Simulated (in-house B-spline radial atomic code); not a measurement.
Settings and results of a run for F VII (F6+) (an excited or competing configuration). Method: Dirac-Hartree-Fock, average of configuration, Fermi nucleus of rms radius 2.8976 fm. Calculated with an all-electron radial atomic-structure program (B-spline basis).

Command:
```bash
python run_scf.py task.json out
```
Settings (nuclear radius in fm, mass in u):
```
Z                9
configuration    1s2 3s1
hamiltonian      dirac
method           hf
spin_polarised   False
nucleus          fermi
rms_radius       2.8976
atomic_mass      18.9984
speed_of_light   137.035999084
```

Output (hartree, bohr):
```
 radial grid: 67 intervals, B-splines of order 8, outer radius 10.2985 bohr

 iter        energy (Eh)    residual
    1        -77.6027375    5.21e-01
    2        -78.4753661    8.25e-03
    3        -78.4754887    4.27e-03
    4        -78.4755209    2.21e-03
    5        -78.4755322    6.94e-05
    6        -78.4755323    2.62e-07

 total energy                      -78.475532
 kinetic                             78.63891
 electron-nucleus                  -163.96992
 electron-electron                    6.85548

 first-order corrections (not in the total)
   Gaunt                            0.00892
   retardation                     -0.00002
   frequency dependence             0.00000
   self-energy                      0.00745
   Uehling                         -0.00038
   Wichmann-Kroll                   0.00000
   recoil                           0.00227

 orbital      occ     eigenvalue          <r>       <r^2>       <1/r>       <r^4>       r_max    small
 1s1/2      2.000      -34.35480     0.173769    0.040505     8.70307  0.00417861      0.1141  1.01e-03
 3s1/2      1.000       -2.91046      1.80672     3.70735    0.812737     19.8069       1.734  7.86e-05
```

Time taken, with all properties: 0.17 s on 1 thread of Arm Neoverse V1 (shared host).

For the Dirac Hamiltonian the kinetic term is c α·p + (β - 1)c².
